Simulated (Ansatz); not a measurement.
Relaxation of CH5BClN (9 atoms, charge 0, multiplicity 1), to a largest force component of 0.02 eV/Å in at most 40 steps.

Method: RKS BLYP-D4/def2-SVP in Ansatz.

```xyz
9
Properties=species:S:1:pos:R:3
B 0.000 0.000 0.000
C 0.000 0.000 1.600
H -1.000 -0.309 1.970
H 0.768 -0.711 1.970
H 0.232 1.020 1.970
N 1.342 0.000 -0.775
H 1.809 -0.918 -1.027
H 1.794 0.918 -1.053
Cl -1.611 0.000 -0.930
```

Q: Where does it end, and by what steps?

A: The run converged. After 11 steps the energy has fallen by 1.465 eV; H8 moved furthest, 1.23 Å.

```
step  energy less start (eV)  largest force component (eV/Å)  accepted
   0                  0.0000                           1.954       yes
   1                 -0.3165                           1.385       yes
   2                 -0.5392                           0.851       yes
   3                 -0.7200                           1.322       yes
   4                 -0.9635                           1.506       yes
   5                 -1.2146                           1.124       yes
   6                 -1.3633                           0.689       yes
   7                 -1.4440                           0.538       yes
   8                 -1.4644                           0.130       yes
   9                 -1.4646                           0.141       yes
  10                 -1.4649                           0.070       yes
  11                 -1.4650                           0.004       yes
```

```xyz
9
Properties=species:S:1:pos:R:3
B 0.102 0.179 0.013
C 0.026 -0.086 1.567
H -0.815 -0.771 1.804
H 0.955 -0.524 1.988
H -0.187 0.858 2.113
N 1.230 -0.106 -0.770
H 2.083 -0.509 -0.379
H 1.271 0.068 -1.775
Cl -1.331 0.891 -0.834
```

Whether the end is a true minimum wasn't checked by a vibrational analysis.

Time of the run: 40 s on 1 thread of Arm Neoverse V1, on a shared host, peak memory 0.14 GiB.
